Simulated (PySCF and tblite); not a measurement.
The numbers below are computed, except where a source is named.
C4H10O2S, numbered as in [CH3:1][CH2:2][CH2:3][S:4]([CH3:5])(=[O:6])=[O:7].

Geometries GFN2-xTB; weights from PBE0-D3(BJ)/pcSseg-1 (IEF-PCM, chloroform) energies and GFN2-xTB thermal corrections, with symmetry numbers and mirror pairs. Conformers within 3 kcal/mol (GFN2-xTB free energy) were kept, 10 at most. GIAO shieldings: PBE0/pcSseg-1 (IEF-PCM, chloroform). Shifts are against TMS (¹H), TMS (¹³C) at the same level. (PySCF 2.14, tblite 0.8.)

Torsions listed: C1–C2–C3–S4, C2–C3–S4–O6. Of a mirror pair one member is shown.

```
conformer        shape   symmetry  E(GFN2) kcal/mol  E(DFT) kcal/mol
        1  168°, -177°  C1 (pair)              0.38             0.02
        2   180°, -65°         Cs              0.34             0.00
        3   -74°, -51°  C1 (pair)              0.00             0.91
        4    -70°, 59°  C1 (pair)              0.41             1.40
        5  -66°, -146°  C1 (pair)              0.54             1.70
```

Task: How much do the weights at 298.15 K and the averaged shift of C2 depend on how the conformers are weighted?

Result: 
```csv
weighting,1 (%),2 (%),3 (%),4 (%),5 (%),δ (ppm),rms dipole (D)
"DFT energy with thermal terms, symmetry and mirror images (full scheme)",52,34,10,3,1,19.8,5.62
DFT energy with symmetry and mirror images,53,27,12,5,3,20.1,5.62
bare DFT energy,41,43,9,4,2,19.3,5.59
GFN2-xTB energy with symmetry and mirror images,19,10,37,18,15,20.0,5.55
GFN2-xTB free energy,24,16,40,12,8,19.6,5.54
leading conformer alone,100,0,0,0,0,22.2,5.76
equal weights,20,20,20,20,20,20.0,5.57
"full scheme, search stopped after three starts",0,100,0,0,0,16.3,5.45
```

The largest departure from the full scheme, 3.5 ppm, comes with: full scheme, search stopped after three starts.


Conformer gaps in pcSseg-1 on xTB geometries can be 2 kcal/mol off for S=O, P=O and other polar bonds.